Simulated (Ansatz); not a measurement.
Cost and result for the atomization energy of CHF₅OSn (`[F][SnH]([F])[O]C(F)(F)F`) (9 atoms, 8 bonds).

```xyz
9

F    -1.990    1.249   -0.683
Sn   -0.116    1.169   -0.911
F     0.161    0.081   -2.431
O     0.627    0.219    0.637
C     0.274   -1.010    1.002
F     1.314   -1.841    0.967
F    -0.676   -1.521    0.192
F    -0.211   -1.023    2.241
H     0.617    2.677   -1.014
```

Total charge 0; spin multiplicity 1. Correlated methods include outer-core shells of Sn, which these sets cover unevenly. Sn takes the def2 core potential. The geometry is a stationary point of PBE0-D4/def2-TZVP. It is one conformer, not always the lowest. Program: Ansatz. All runs use 2 threads of an AMD EPYC 7R13 on a shared host and a share of an NVIDIA H100 80 GB. Times are those of one run each, without the atoms' runs, and a repeat can differ threefold. Electronic energies, without spin–orbit coupling; frozen cores. CCSD(T)/CBS adds CCSD(T) − MP2 in def2-TZVPP to the MP2 limit, and its time is that of the two runs behind it. T1 = 0.014. With those shells the extrapolation isn't a true limit. B3LYP takes the VWN-RPA correlation (the form of Gaussian; ORCA's B3LYP/G).

CCSD(T)/CBS is a level of theory with its own doubt, some kJ/mol a heavy atom from the limit and from the frozen cores, so smaller differences don't rank the functionals.

| level | functions | wall time |
| --- | --- | --- |
| ωB97X-V/def2-TZVPP | 281 | 2.8 s |
| PBE-D4/def2-TZVPP (with forces) | 281 | 3.6 s |
| B3LYP-D4/def2-TZVPP (with forces) | 281 | 3.7 s |
| PBE0-D4/def2-TZVPP | 281 | 3.8 s |
| r2SCAN-D4/def2-TZVPP (with forces) | 281 | 4.2 s |
| MP2/def2-QZVPP | 511 | 4.2 s |
| ωB97M-V/def2-TZVPP (with forces) | 281 | 4.3 s |
| B2PLYP/def2-TZVPP | 281 | 4.7 s |
| CCSD(T)/def2-TZVPP | 281 | 14 s |
| CCSD(T)/CBS(def2) | – | 18 s |

(1) What atomization energy does each give, and how far from CCSD(T)/CBS? (Best estimate.)

Answers

(1) The calculation gave: 
```tsv
level	atomization (kcal/mol)	difference from CCSD(T)/CBS	per bond
ωB97X-V/def2-TZVPP	810.6	0.3	0.0
PBE-D4/def2-TZVPP (with forces)	838.2	27.9	3.5
B3LYP-D4/def2-TZVPP (with forces)	791.1	-19.2	-2.4
PBE0-D4/def2-TZVPP	797.7	-12.6	-1.6
r2SCAN-D4/def2-TZVPP (with forces)	809.8	-0.5	-0.1
MP2/def2-QZVPP	840.0	29.7	3.7
ωB97M-V/def2-TZVPP (with forces)	805.2	-5.1	-0.6
B2PLYP/def2-TZVPP	789.6	-20.7	-2.6
CCSD(T)/def2-TZVPP	779.0	-31.3	-3.9
CCSD(T)/CBS(def2)	810.3	0.0	0.0
```

In def2-TZVPP, CCSD(T) changes the Hartree–Fock value by +260.8 kcal/mol (the triples alone add +21.0 kcal/mol) and MP2 by +302.4 kcal/mol; breaking electron pairs costs correlation energy, which Hartree–Fock lacks. The D4 term adds +8.0 kcal/mol with B3LYP and +4.2 kcal/mol with PBE0; it sums over pairs of atoms, weighted by their polarisabilities, and B3LYP, whose exchange is more repulsive, gets the larger term. From PBE to PBE0 (25 % exact exchange), in def2-TZVPP and without D4, the atomization energy moves by −39.8 kcal/mol: exact exchange takes away binding that semilocal exchange gives to molecules.

Spin–orbit coupling would lower the free Sn atoms strongly, and the atomization energy with them, by more than many differences here. For some Ge, Se and Sn compounds the MP2-based and the directly extrapolated limit differ by 10 to 25 kJ/mol.
